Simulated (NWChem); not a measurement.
System: BSiH5; SMILES B[SiH3]

NWChem input:

```
start job
memory heap 200 mb stack 900 mb global 1100 mb
geometry units angstroms noautoz
  B     -0.001336     1.413149     0.011295
  H      1.021636     2.040690     0.154844
  H     -1.012813     2.037430    -0.207994
  Si    -0.002362    -0.600987     0.039088
  H      0.264563    -1.019523    -1.380615
  H     -1.313384    -1.198006     0.445000
  H      1.076304    -1.191882     0.892006
end
basis spherical
  B library def2-tzvp
  H library def2-tzvp
  Si library def2-tzvp
end
dft
  xc xwpbe 0.80 cpbe96 1.0 hfexch 1.00
  cam 0.2 cam_alpha 0.2 cam_beta 0.8
  iterations 150
  vectors input atomic output neutral.movecs
end
task dft energy
charge 1
dft
  odft
  mult 2
  vectors input atomic output cation.movecs
end
task dft energy
```

Excerpt of the output:

```
             Northwest Computational Chemistry Package (NWChem) 7.3.0
             --------------------------------------------------------

 C1  symmetry detected

                             Geometry "geometry" -> ""
                             -------------------------

 Output coordinates in angstroms (scale by  1.889725989 to convert to a.u.)

  No.       Tag          Charge          X              Y              Z
 ---- ---------------- ---------- -------------- -------------- --------------
    1 B                    5.0000    -0.00016341     1.44138839     0.01710029
    2 H                    1.0000     1.03330795     2.06756917    -0.00973835
    3 H                    1.0000    -1.03324578     2.06822983    -0.00956010
    4 Si                  14.0000    -0.00011577    -0.57291683     0.00751870
    5 H                    1.0000     0.01248538    -0.96478587    -1.44446539
    6 H                    1.0000    -1.22058420    -1.17912661     0.62634133
    7 H                    1.0000     1.21047452    -1.17799278     0.64665921

 Effective nuclear repulsion energy (a.u.)      47.3459562911

  pbe96 is a nonlocal functional; adding pw91lda local functional.

                                 NWChem DFT Module
                                 -----------------

 Summary of "ao basis" -> "ao basis" (spherical)
 ------------------------------------------------------------------------------
       Tag                 Description            Shells   Functions and Types
 ---------------- ------------------------------  ------  ---------------------
 B                         def2-tzvp                11       31   5s3p2d1f
 H                         def2-tzvp                 4        6   3s1p
 Si                        def2-tzvp                13       37   5s5p2d1f

            General Information
            -------------------
          SCF calculation type: DFT
          Wavefunction type:  closed shell.
          No. of atoms     :     7
          No. of electrons :    24
           Alpha electrons :    12
            Beta electrons :    12
          Charge           :     0
          Spin multiplicity:     1
          Use of symmetry is: off; symmetry adaption is: off
          Maximum number of iterations: 150
          AO basis - number of functions:    98
                     number of shells:    44
          Convergence on energy requested:  1.00D-06
          Convergence on density requested:  1.00D-05
          Convergence on gradient requested:  5.00D-04

              XC Information
              --------------
                     Hartree-Fock (Exact) Exchange  1.000
                     LC-wPBE(h)Exchange Functional  0.800
            Perdew 1991 LDA Correlation Functional  1.000 local
           PerdewBurkeErnz. Correlation Functional  1.000 non-local

           Range-Separation Parameters
           ---------------------------
           Alpha           :  0.20
           Beta            :  0.80
           Gamma           :  0.20
           Short-Range HF  :     F

             Grid Information
             ----------------
          Grid used for XC integration:  medium
          Radial quadrature: Mura-Knowles
          Angular quadrature: Lebedev.
          Tag              B.-S. Rad. Rad. Pts. Rad. Cut. Ang. Pts.
          ---              ---------- --------- --------- ---------
          B                   0.85       49          10.0       434
          H                   0.35       45          11.0       434
          Si                  1.10       88          10.0       590
          Grid pruning is: on
          Number of quadrature shells:   362
          Spatial weights used:  Erf1

      Superposition of Atomic Density Guess
      -------------------------------------

 Sum of atomic energies:        -315.86916935

      Non-variational initial energy
      ------------------------------

 Total energy =    -316.432865
 1-e energy   =    -529.065489
 2-e energy   =     165.286668
 HOMO         =      -0.315988
 LUMO         =      -0.071714

   convergence    iter        energy       DeltaE   RMS-Dens  Diis-err
 ---------------- ----- ----------------- --------- --------- ---------
 d= 0,ls=0.0,diis     1   -317.1317538077 -3.64D+02  3.32D-03  3.02D-01
 d= 0,ls=0.0,diis     2   -317.1546156735 -2.29D-02  9.87D-04  8.83D-03
 d= 0,ls=0.0,diis     3   -317.1560829566 -1.47D-03  2.94D-04  1.63D-03
 d= 0,ls=0.0,diis     4   -317.1563757561 -2.93D-04  7.37D-05  3.17D-05
 d= 0,ls=0.0,diis     5   -317.1563868081 -1.11D-05  2.03D-05  1.34D-06
 d= 0,ls=0.0,diis     6   -317.1563874128 -6.05D-07  5.42D-06  7.92D-08

         Total DFT energy =     -317.156387412758
      One electron energy =     -531.158576387345
           Coulomb energy =      193.277412575008
    Exchange-Corr. energy =      -26.621179891499
 Nuclear repulsion energy =       47.345956291078

 Numeric. integr. density =       23.999993633236

                       DFT Final Molecular Orbital Analysis
                       ------------------------------------

 Vector   10  Occ=2.000000D+00  E=-4.286104D-01
              MO Center=  1.3D-02, -8.4D-01, -4.6D-01, r^2= 2.2D+00
   Bfn.  Coefficient  Atom+Function         Bfn.  Coefficient  Atom+Function
  ----- ------------  ---------------      ----- ------------  ---------------
    60      0.315001  4 Si pz                82     -0.252185  5 H  s
    81     -0.155484  5 H  s                 83     -0.154541  5 H  s
    94      0.132962  7 H  s                 88      0.128993  6 H  s
    51     -0.126075  4 Si pz                57      0.115431  4 Si pz
    63      0.101296  4 Si pz                93      0.082425  7 H  s

[...]
```

Level: LRC-wPBEh/def2-TZVP, vertical spin-unrestricted ions. The geometry was optimised at PBE0/def2-SVP.
